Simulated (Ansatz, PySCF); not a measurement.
Input for PySCF:
```python
from pyscf import gto, scf, dft

mol = gto.M(
    atom='''
Mo    0.298668   -0.055206    0.098626
O     1.452282   -0.587896   -0.930250
O     0.741126    0.182461    1.654554
Cl   -0.459639    1.801845   -0.663469
Cl   -1.310439   -1.474660    0.078957
''',
    basis='def2-svp',
    ecp={'Mo': 'def2-svp'},
    charge=0,
    spin=0,
    verbose=4,
)

mf = dft.RKS(mol)
mf.xc = 'camb3lyp'
mf.grids.atom_grid = (99, 590)
mf.grids.prune = None
mf.kernel()
```

Task: Give the equivalent Ansatz (a quantum-chemistry and plane-wave program) input.

Result: Several could match; the one computed here: 
Ansatz 0.2 input:
```yaml
crystal:
  periodic: [false, false, false]
  atoms:
    - {symbol: Mo, position_ang: [0.29866785, -0.05520649, 0.09862569]}
    - {symbol: O, position_ang: [1.45228214, -0.58789568, -0.93024970]}
    - {symbol: O, position_ang: [0.74112633, 0.18246072, 1.65455405]}
    - {symbol: Cl, position_ang: [-0.45963881, 1.80184493, -0.66346917]}
    - {symbol: Cl, position_ang: [-1.31043868, -1.47465950, 0.07895660]}
basis:
  gaussian:
    orbitals: def2-SVP
hamiltonian:
  xc: cam_b3lyp
accuracy: high
```

Both were run: PySCF gave -1138.729663 Eh and Ansatz -1138.729664 Eh, 0.001 mEh apart.
